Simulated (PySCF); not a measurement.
2,3-dihydrothiophene (C₄H₆S), SMILES C1=CSCC1.

The structure is a stationary point at PBE-D3(BJ)/def2-SVP. One conformer was computed; it need not be the lowest.

Method: M06-2X/def2-TZVP (PySCF).

Gas-phase values at a fixed geometry.

Computed frontier levels, gap, dipole moment and polarisability:
```json
{
 "highest_occupied_level": "-6.96 eV",
 "lowest_empty_level": "0.99 eV",
 "orbital_gap": "7.95 eV",
 "dipole_moment": "1.59 D",
 "quadrupole, principal values (traceless, Buckingham form, about the centre of nuclear charge)": "-4.09, -1.64, 5.73 D·Å",
 "mean_static_polarisability": "63.1 bohr³ (9.35 Å³)",
 "polarisability_principal_values": "45.9, 66.3, 77.0 bohr³"
}
```
